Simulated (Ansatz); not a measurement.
Consider the ligand exchange at the In–C bond: `F[CH2][InH][F]` + HI → `[F][InH][I]` + `CF`.

Calculated with Ansatz (gas phase, PBE0-D4/def2-TZVP geometries, no zero-point term in ΔE). CCSD(T)/CBS adds triple-zeta CCSD(T) − MP2 to the extrapolated MP2 energy (def2 sets, frozen cores). This one scheme is used for every species. DFT in def2-TZVPP. HSE06 is defined as in plane-wave codes. Elements past krypton have def2 core potentials. For I, In outer-core shells are correlated without core-valence functions, which leaves a few kJ/mol of doubt a bond. One conformer a species, not always the lowest.

```tsv
level	ΔE (kJ/mol)	difference from CCSD(T)/CBS
PBE-D4	-167.6	15.7
revPBE-D4	-165.4	17.9
PBE0-D4	-178.9	4.4
PBE-QIDH	-186.3	-3.0
PBE	-167.6	15.7
revPBE	-168.5	14.8
r2SCAN	-178.2	5.1
r2SCAN0	-185.8	-2.5
HSE06	-179.2	4.1
HF/def2-SVP	-210.1	-26.8
CCSD/def2-SVP	-189.6	-6.3
MP2/def2-TZVPP	-182.4	0.9
SCS-MP2/def2-TZVPP	-180.5	2.8
CCSD/def2-TZVPP	-175.7	7.6
SCS-MP2/def2-QZVPP	-186.0	-2.7
CCSD/CBS(def2)	-185.5	-2.2
CCSD(T)/CBS	-183.3	0
```

What do rigid-rotor, harmonic-oscillator terms from PBE0-D4/def2-TZVP frequencies (298.15 K, 1 bar) make of the CCSD(T)/CBS value? (Estimate.)

Computed: ΔZPE = +14.8 kJ/mol, ΔH = -170.3 kJ/mol, ΔS = 2 J/(mol·K), ΔG = -170.8 kJ/mol. Modes under 50 cm⁻¹ make the entropy rough.

Largest T1 diagnostic among the species: 0.015.

In def2-TZVPP, CCSD(T) changes the Hartree–Fock value by +33.8 kJ/mol (the triples alone add +2.2 kJ/mol) and MP2 by +24.9 kJ/mol. From PBE to PBE0 (25 % exact exchange), in def2-TZVPP and without D4, ΔE moves by −11.2 kJ/mol.
